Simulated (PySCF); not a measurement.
**Correlation energy of Sn²⁺ (tin, charge +2)**

[Kr] 4d10 5s1 6s1, high-spin 3S determinant (an excited configuration). Calculation: PySCF 2.14, in aug-cc-pVDZ-PP with ECP28MDF (5s4p3d, 32 functions); scalar relativity through the core potential. Frozen: 4s2 4p6 4d10; 2 electrons correlated.

With two correlated electrons CCSD is exact within the correlated space (frozen core and kept virtual orbitals).

| level | correlation energy (mhartree) |
| --- | --- |
| CCSD | -6.81 |

Diagnostics: T1 = 0.0060, D1 = 0.0120, largest double amplitude 0.056.

The outer electron is Rydberg-like, and this basis confines it to a smaller radius and binds it less than a complete one would.

Cost of the coupled-cluster step: about 0.05 core-seconds, for 2 correlated electrons.

Iterations:

```
CC2 = 0
CCSD nocc = (np.int64(2), np.int64(0)), nmo = (23, 23)
frozen orbitals [[0, 1, 2, 3, 4, 5, 6, 7, 8], [0, 1, 2, 3, 4, 5, 6, 7, 8]]
max_cycle = 100
direct = 0
conv_tol = 1e-08
conv_tol_normt = 1e-06
diis_space = 8
diis_start_cycle = 0
Init t2, MP2 energy = -0.00371684564677848
Init E_corr(UCCSD) = -0.00371684565572827
cycle = 1  E_corr(UCCSD) = -0.00536199763805369  dE = -0.00164515198  norm(t1,t2) = 0.0293756
cycle = 2  E_corr(UCCSD) = -0.00611704556390661  dE = -0.000755047926  norm(t1,t2) = 0.014257
cycle = 3  E_corr(UCCSD) = -0.00681218051784911  dE = -0.000695134954  norm(t1,t2) = 0.0070219
cycle = 4  E_corr(UCCSD) = -0.00680582951197268  dE = 6.35100588e-06  norm(t1,t2) = 0.000321025
cycle = 5  E_corr(UCCSD) = -0.00680731887318414  dE = -1.48936121e-06  norm(t1,t2) = 2.5528e-05
cycle = 6  E_corr(UCCSD) = -0.00680662558636598  dE = 6.93286818e-07  norm(t1,t2) = 6.6696e-06
cycle = 7  E_corr(UCCSD) = -0.00680673230500122  dE = -1.06718635e-07  norm(t1,t2) = 1.06964e-06
cycle = 8  E_corr(UCCSD) = -0.00680672988672757  dE = 2.41827366e-09  norm(t1,t2) = 6.92338e-08
UCCSD converged
E(UCCSD) = -212.0043846087069  E_corr = -0.006806729886727566
```
